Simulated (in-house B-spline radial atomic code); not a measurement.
Response and correlation along the 18-electron series, closed shell [Ne] 3s2 3p6; the second-order energy is extrapolated in partial waves. Computed with a B-spline radial code for spherical atoms: relativistic RPA and second-order many-body perturbation theory on Dirac-Hartree-Fock.

| ion | Z | dipole polarisability (bohr³) | quadrupole polarisability (bohr⁵) | ratio of RPA to uncoupled dipole | second order correlation energy (Eh) | C6 of two such ions (Eh bohr⁶) |
| --- | --- | --- | --- | --- | --- | --- |
| In31+ | 49 | 0.023103 | 0.0015515 | 0.93153 | -1.0292 | 0.0038937 |
| Sn32+ | 50 | ? | ? | ? | ? | ? |
| Sb33+ | 51 | 0.019439 | 0.0011515 | 0.93418 | -1.0409 | 0.0029429 |
| Te34+ | 52 | 0.01788 | 0.00099676 | 0.93551 | -1.0466 | 0.0025705 |
| I35+ | 53 | 0.016473 | 0.00086535 | 0.93684 | -1.0521 | 0.0022518 |
| Xe36+ | 54 | ? | ? | ? | ? | ? |
| Cs37+ | 55 | 0.014048 | 0.00065762 | 0.93951 | -1.0627 | 0.0017421 |
| Ba38+ | 56 | 0.013001 | 0.00057548 | 0.94084 | -1.0677 | 0.0015381 |
| La39+ | 57 | 0.012049 | 0.00050481 | 0.94217 | -1.0727 | 0.0013613 |

(1) Fill in the row of Sn32+.

(2) Fill in the row of Xe36+.

(3) How fast does the dipole polarisability fall along the series?

Results:

(1) dipole polarisability (bohr³): 0.021172; quadrupole polarisability (bohr⁵): 0.0013344; ratio of RPA to uncoupled dipole: 0.93286; second order correlation energy (Eh): -1.0351; C6 of two such ions (Eh bohr⁶): 0.0033796.

(2) dipole polarisability (bohr³): 0.015201; quadrupole polarisability (bohr⁵): 0.00075337; ratio of RPA to uncoupled dipole: 0.93817; second order correlation energy (Eh): -1.0575; C6 of two such ions (Eh bohr⁶): 0.001978.

(3) From 0.0231 to 0.01205 bohr³; a fit of its logarithm against log Z from Z = 49 to 57 has slope -4.30.
